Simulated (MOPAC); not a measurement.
Input file for MOPAC: PM3 on Cl2H2Si (SMILES Cl[SiH2]Cl), a point of a bond scan (R = 3.591 Å).

```
PM3 1SCF PRECISE CHARGE=0 THREADS=1
Cl2H2Si

Cl    -2.92451970 1     1.33351769 1    -0.02420781 1
Si    -0.01146751 1    -0.76596349 1     0.02370896 1
Cl     1.68829371 1     0.38281595 1    -0.02160291 1
H     -0.01654524 1    -1.54120689 1     1.27268693 1
H     -0.03073375 1    -1.61675610 1    -1.17493812 1
```

The log:

```
*******************************************************************************
 **                                                                           **
 **                              MOPAC v23.2.5                                **
 **                                                                           **
 *******************************************************************************
 ** MOPAC's Digital Object Identifier: https://doi.org/10.5281/zenodo.6511958 **
 **                                                                           **
 ** Please cite the open-source release paper for use of this MOPAC version:  **
 ** J. E. Moussa and J. J. P. Stewart (2026)                                  **
 ** MOPAC: An open-source semiempirical molecular orbital program             **
 ** J. Open Source Softw., 11(119), 8025, https://doi.org/10.21105/joss.08025 **
 *******************************************************************************

                              PM3 CALCULATION RESULTS

 *******************************************************************************
 *  PM3        - The PM3 Hamiltonian to be used
 *
 *
 *
 *                 CHARGE ON SYSTEM = 0
 *
 *
 *
 *  PRECISE    - TIGHTER CRITERIA TO BE USED
 *  1SCF       - DO 1 SCF AND THEN STOP
 *  THREADS=1  - MULTI-THREADING NOT USED
 *  T=         - A TIME OF 172800.0 SECONDS REQUESTED
 *  DUMP=N     - RESTART FILE WRITTEN EVERY 7200.0 SECONDS REQUESTED
 *******************************************************************************
PM3 1SCF PRECISE CHARGE=0 THREADS=1
 Cl2H2Si

   ATOM   CHEMICAL          X               Y               Z
  NUMBER   SYMBOL      (ANGSTROMS)     (ANGSTROMS)     (ANGSTROMS)

     1      Cl         -2.92451970  *   1.33351769  *  -0.02420781  *
     2      Si         -0.01146751  *  -0.76596349  *   0.02370896  *
     3      Cl          1.68829371  *   0.38281595  *  -0.02160291  *
     4       H         -0.01654524  *  -1.54120689  *   1.27268693  *
     5       H         -0.03073375  *  -1.61675610  *  -1.17493812  *



          CARTESIAN COORDINATES

    NO.       ATOM           X           Y           Z

     1        Cl         -2.9245      1.3335     -0.0242
     2        Si         -0.0115     -0.7660      0.0237
     3        Cl          1.6883      0.3828     -0.0216
     4         H         -0.0165     -1.5412      1.2727
     5         H         -0.0307     -1.6168     -1.1749

  H: (PM3): J. J. P. STEWART, J. COMP. CHEM. 10, 209 (1989).
 Si: (PM3): J. J. P. STEWART, J. COMP. CHEM. 10, 209 (1989).
 Cl: (PM3): J. J. P. STEWART, J. COMP. CHEM. 10, 209 (1989).

           Empirical Formula: H2 Cl2 Si  =     5 atoms



      MOLECULAR POINT GROUP   :   Cs


      RHF CALCULATION, NO. OF DOUBLY OCCUPIED LEVELS = 10


 -------------------------------------------------------------------------------
 PM3 1SCF PRECISE CHARGE=0 THREADS=1
 Cl2H2Si



     1SCF WAS SPECIFIED, SO BFGS WAS NOT USED
     SCF FIELD WAS ACHIEVED


                              PM3 CALCULATION
                                                       MOPAC v23.2.5 Linux




          FINAL HEAT OF FORMATION =         25.48217 KCAL/MOL =     106.61741 KJ/MOL


          COSMO AREA              =        132.73 SQUARE ANGSTROMS
          COSMO VOLUME            =        119.60 CUBIC ANGSTROMS

          IONIZATION POTENTIAL    =          8.741781 EV
          HOMO LUMO ENERGIES (EV) =         -8.742 -3.459
          NO. OF FILLED LEVELS    =         10
          MOLECULAR WEIGHT        =        101.0073         POINT GROUP:  Cs

          MOLECULAR DIMENSIONS (Angstroms)

            Atom       Atom       Distance
           Cl     3   Cl     1     4.70977
           Cl     1    H     5     2.57749
           Cl     1    H     4     2.15488


          SCF CALCULATIONS        =          1





   ATOM   CHEMICAL          X               Y               Z
  NUMBER   SYMBOL      (ANGSTROMS)     (ANGSTROMS)     (ANGSTROMS)

     1      Cl         -2.92451970  *   1.33351769  *  -0.02420781  *
     2      Si         -0.01146751  *  -0.76596349  *   0.02370896  *
     3      Cl          1.68829371  *   0.38281595  *  -0.02160291  *
     4       H         -0.01654524  *  -1.54120689  *   1.27268693  *
     5       H         -0.03073375  *  -1.61675610  *  -1.17493812  *

                             CARTESIAN COORDINATES

   1   Cl       -2.924519700     1.333517690    -0.024207810
   2   Si       -0.011467510    -0.765963490     0.023708960
   3   Cl        1.688293710     0.382815950    -0.021602910
   4    H       -0.016545240    -1.541206890     1.272686930
   5    H       -0.030733750    -1.616756100    -1.174938120


           Empirical Formula: H2 Cl2 Si  =     5 atoms



      MOLECULAR POINT GROUP   :   Cs


                  EIGENVALUES
 -56.06973 -52.00380 -16.58029 -13.81190 -13.23972 -12.08118 -11.34549  -9.22768
  -9.22728  -8.74178  -3.45874  -1.07863   0.29531   1.16295


              NET ATOMIC CHARGES AND DIPOLE CONTRIBUTIONS

  ATOM NO.   TYPE          CHARGE      No. of ELECS.   s-Pop       p-Pop
    1         Cl          -0.516575        7.5166     1.99931     5.51727
    2         Si           0.984492        3.0155     1.01785     1.99766
    3         Cl          -0.214628        7.2146     1.96903     5.24560
    4          H          -0.126645        1.1266     1.12664
    5          H          -0.126645        1.1266     1.12664
 DIPOLE           X         Y         Z       TOTAL
 POINT-CHG.     5.490    -5.404     0.135     7.705
 HYBRID        -0.239     0.034     0.000     0.242
 SUM            5.251    -5.370     0.135     7.512


          ATOMIC ORBITAL ELECTRON POPULATIONS

     Atom    s        px        py        pz
    1 Cl   1.99931   1.67422   1.84329   1.99975
    2 Si   1.01785   0.52378   0.64059   0.83330
    3 Cl   1.96903   1.49109   1.77352   1.98099
    4  H   1.12664
    5  H   1.12664

 **********************
 *                    *
 * JOB ENDED NORMALLY *
 *                    *
 **********************




 == MOPAC DONE ==
```

The run finished.

Cost: very roughly 0.03 core-seconds.
